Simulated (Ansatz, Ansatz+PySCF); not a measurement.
```xyz
12

C     1.4000    0.0000    0.0000
C     0.7000    1.2124    0.0000
C    -0.7000    1.2124    0.0000
C    -1.4000    0.0000    0.0000
C    -0.7000   -1.2124    0.0000
C     0.7000   -1.2124    0.0000
S     3.1200    0.0000    0.0000
H     1.2425    2.1521    0.0000
H    -1.2425    2.1521    0.0000
H    -2.4850    0.0000    0.0000
H    -1.2425   -2.1521    0.0000
H     1.2425   -2.1521    0.0000
```

Basis set: def2-SVP (spherical functions). Charge 0, multiplicity 2.

Computed with Ansatz (development build ahead of 0.2.0); each method stands on the lowest determinant of its kind that the runs found. Restricted functionals stand beside restricted open-shell atoms, which can lie above the unrestricted atoms usual in DFT and then raise those values.

The atomization energy at this shape (free ground-state atoms in the same class of orbitals less the molecule, no zero-point energy) of doublet C6H5S:

```tsv
method	atomization energy
ωB97X (restricted open-shell)	1365.23 kcal/mol
PBE0 (unrestricted)	1379.96 kcal/mol
PBE0 (restricted open-shell)	1385.62 kcal/mol
UHF	1015.84 kcal/mol
```

What does ROHF give?

1021.83 kcal/mol. Caution for UHF: the unrestricted determinant is spin contaminated.

The shape needn't be a minimum at these levels.
